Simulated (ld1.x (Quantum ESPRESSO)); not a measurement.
## vanadium: excitation energies, all-electron against PAW

* Element: V
* Generator: ld1.x (Quantum ESPRESSO) 7.5
* Type: PAW
* Functional: PBE
* Relativity: scalar-relativistic
* Frozen core: [Ne]
* Valence charge: 13
* Reference configuration: 3s2 3p6 3d3.5 4s1.5 4p0
* Partial waves: 3s (bound): rcut 1.25, rcutus 1.45 bohr; 4s (bound): rcut 1.25, rcutus 1.45 bohr; 3p (bound): rcut 1.50, rcutus 2.10 bohr; 4p (bound, empty): rcut 1.50, rcutus 2.10 bohr; 3d (bound): rcut 1.60, rcutus 2.20 bohr; 3d channel at 1.55 Ry: rcut 1.60, rcutus 2.20 bohr
* Local potential: all-electron potential smoothed inside 1.65 bohr (lloc = -2)
* Core correction: Bessel-smoothed model core inside 0.75 bohr
* Augmentation charge: PSQ, inside the norm-conserving radii

Energies are relative to the spin-unpolarised reference configuration 3s2 3p6 3d3.5 4s1.5 4p0; without spin polarisation the order of configurations can differ from experiment. Not all tests gave a result: test run stopped at test 5 of 7 (negative rho).

```json
{"valence configuration": "3s2 3p6 3d3 4s2 4p0", "charge": "0", "ΔE all-electron (eV)": "-0.055", "error AE − PS (meV)": "-0.2"}
{"valence configuration": "3s2 3p6 3d3 4s1 4p0", "charge": "+1", "ΔE all-electron (eV)": "7.680", "error AE − PS (meV)": "-0.1"}
{"valence configuration": "3s2 3p6 3d3 4s0 4p0", "charge": "+2", "ΔE all-electron (eV)": "21.976", "error AE − PS (meV)": "-2.3"}
{"valence configuration": "3s2 3p6 3d4 4s1 4p0", "charge": "0", "ΔE all-electron (eV)": "0.531", "error AE − PS (meV)": "-1.0"}
```
